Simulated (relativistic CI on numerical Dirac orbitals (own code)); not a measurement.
d1 to d9 in one octahedral field

Computed with a parametric ligand-field model without spin-orbit coupling, by exact diagonalisation: B = 830, C = 3220, 10Dq = 8400 cm⁻¹ (Oh; |10Dq|/B = 10.1) for every shell. Energies in cm⁻¹; the field energy is (0.6 n_e − 0.4 n_t2) × 10Dq of the ground term; g labels are left out.

| Shell | Ground term | Electrons in e | Field energy | First spin-allowed bands | Lowest term of other spin |
| --- | --- | --- | --- | --- | --- |
| d1 | 2T2 | 0.000 | -3360 | 2E 8400 |  |
| d2 | 3T1 | 0.076 | -6077 | 3T2 7343, 3A2 15743 | 1T2 11885 |
| d3 | 4A2 | 0.000 | -10080 | 4T2 8400, 4T1 13823 | 2E 15187 |
| d4 | 5E | 1.000 | -5040 | 5T2 8400 | 3T1 10544 |
| d5 | ? | ? | ? | ? | ? |
| d6 | 5T2 | 2.000 | -3360 | 5E 8400 | 3T1 9895 |
| d7 | 4T1 | 2.076 | -6077 | 4T2 7343, 4A2 15743 | 2E 7210 |
| d8 | 3A2 | 2.000 | -10080 | 3T2 8400, 3T1 13823 | 1E 12623 |
| d9 | 2E | 3.000 | -5040 | 2T2 8400 |  |

(1) Fill in the row of d5.

Answers

(1) Ground term: 6A1; Electrons in e: 2.000; Field energy: 0; First spin-allowed bands: none; Lowest term of other spin: 4T1 18209. Every shell keeps the spin of the free ion. Only d4 to d7 can choose; the field needed to pair spins is smallest for d6 and largest for d5, which loses most exchange energy. In the strong-field picture 10Dq must exceed about 6B + 5C = 21080 (d4), 7.5B + 5C = 22325 (d5), 2.5B + 4C = 14955 (d6) and 4B + 4C = 16200 (d7); mixing of terms shifts these bounds somewhat. High-spin d^(n+5) repeats the spin-allowed bands of d^n, since the half-filled shell is spherical.
